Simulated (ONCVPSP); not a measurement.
# PBE ONCV dataset for Tl, scalar-relativistic all-electron reference.

* Element: thallium
* Generator: ONCVPSP 4.0.1
* Type: optimised norm-conserving Vanderbilt (ONCV)
* Functional: PBE
* Relativity: scalar-relativistic
* Frozen core: [Xe]
* Valence charge: 27
* Reference configuration: 4f14 5d10 6s2 6p1
* Partial waves: 6s: rc 1.80 bohr, ncon 4, nbas 7, qcut 3.4 1/bohr, 2 projectors, debl 1.3 Ha; 6p: rc 2.45 bohr, ncon 4, nbas 8, qcut 3.9 1/bohr, 2 projectors, debl 3.3 Ha; 5d: rc 1.65 bohr, ncon 4, nbas 9, qcut 11.3 1/bohr, 2 projectors, debl 3.6 Ha; 4f: rc 0.85 bohr, ncon 3, nbas 7, qcut 23.1 1/bohr, 3 projectors, debl 2.4 Ha
* Local potential: polynomial inside 0.70 bohr (lpopt 2, dvloc0 2 Ha)
* Core correction: none

In the f channel the program set the typed energies aside and used -4.190, 0.250, 2.650 Ha.

All-electron outer shells of the reference configuration (PBE, scalar-relativistic, ld1.x):

| shell | level (eV) | outermost node (bohr) | outermost maximum (bohr) |
| --- | --- | --- | --- |
| 5s | -131.00 | 0.46 | 0.80 |
| 4f | -114.03 | – | 0.36 |
| 5p | -76.10 | 0.50 | 0.91 |
| 5d | -15.49 | 0.53 | 1.11 |
| 6s | -9.55 | 1.04 | 2.08 |
| 6p | -2.37 | 1.23 | 2.91 |

(1) Estimate the cutoffs (Ha) at which the residual kinetic energy of the hardest occupied pseudo-wave falls to 1 and 0.1 mHa per electron.

(2) What does a ghost test show?

(3) Which valence shell sets the plane-wave cutoff?

Results:

(1) 214 Ha and 233 Ha.

(2) Ghosts flagged at negative energy: s at -119.0 eV, p at -196.7 eV; GHOST(+) flagged for s at 65.2 eV, p at 139.9 eV. A true bound ghost makes a file unfit for plane-wave use.

(3) 4f: 214 Ha for 1 mHa per electron, against 25 Ha for 5d.

Its largest configuration-test error is -101 meV (4f14 5d9 6s2 6p2). 1 of 4 tests not solved or not reliable.
